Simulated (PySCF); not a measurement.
## Basis-set dependence of the ionisation energy of Ho²⁺

Ho²⁺ [Xe] 4f11 (high-spin determinant) → Ho³⁺ [Xe] 4f10 (high-spin determinant). All values are computed (PySCF 2.14, energy differences of UHF-based or UKS calculations, no spin-orbit coupling). Values in eV.

```tsv
basis	Hamiltonian	functions	UHF	PBE	PBE0	MP2 (valence)
cc-pVDZ-X2C	spin-free X2C	84	18.572	23.736	22.768	22.609
Sapporo-DKH3-DZP-2012	spin-free X2C	97	18.653	24.274	23.209	22.941
ANO-RCC-VTZP	spin-free X2C	104	18.549	24.433	23.276	23.645
x2c-TZVPPall	spin-free X2C	113	18.464	24.207	23.100	23.227
x2c-TZVPPall with one added diffuse shell each of s, p, d, f type	spin-free X2C	129	18.486	24.309	23.168	23.291
```

Frozen in the all-electron rows: valence: [Kr] 4d10.

At MP2 (valence), cc-pVDZ-X2C, ANO-RCC-VTZP lie more than 0.3 eV from the median of the rows with comparable relativity. Sets contracted for the neutral atom can be stiff in a shell that they treat as core.

Both determinants mix LS terms of the configuration, so the numbers do not refer to single terms.

Between the lowest levels the reference is 22.79 ± 0.03 eV (semi-empirical (NIST evaluation); NIST Atomic Spectra Database, ionization energies); it includes spin-orbit coupling, which these numbers lack.
